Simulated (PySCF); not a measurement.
**How methods differ on the ionisation energy of Bi²⁺**

Bi²⁺ [Xe] 4f14 5d10 6s2 6p1 (2P) → Bi³⁺ [Xe] 4f14 5d10 6s2 (1S), as a difference of total energies. Calculation: PySCF 2.14, in cc-pVDZ-PP with ECP60MDF; scalar relativity through the core potential. Correlated levels: valence: 5s2 5p6 5d10 frozen. The calculations carry no spin-orbit coupling.

| method | ionisation energy (eV) | difference from reference (eV) |
| --- | --- | --- |
| UHF | 22.991 | -2.580 |
| r2SCAN | 23.682 | -1.889 |
| MN15 | 23.707 | -1.864 |
| MP2 (valence) | 23.111 | -2.460 |
| SCS-MP2 (valence) | 23.095 | -2.476 |
| CCSD (valence) | 23.165 | -2.406 |
| CCSD(T) (valence) | 23.170 | -2.401 |

Reference: 25.571 eV (measured; NIST Atomic Spectra Database, ionization energies).

The reference lies between the lowest fine-structure levels, while these numbers refer to the centres of the terms.

Errors of the correlated levels include the incompleteness of this basis and the frozen core.
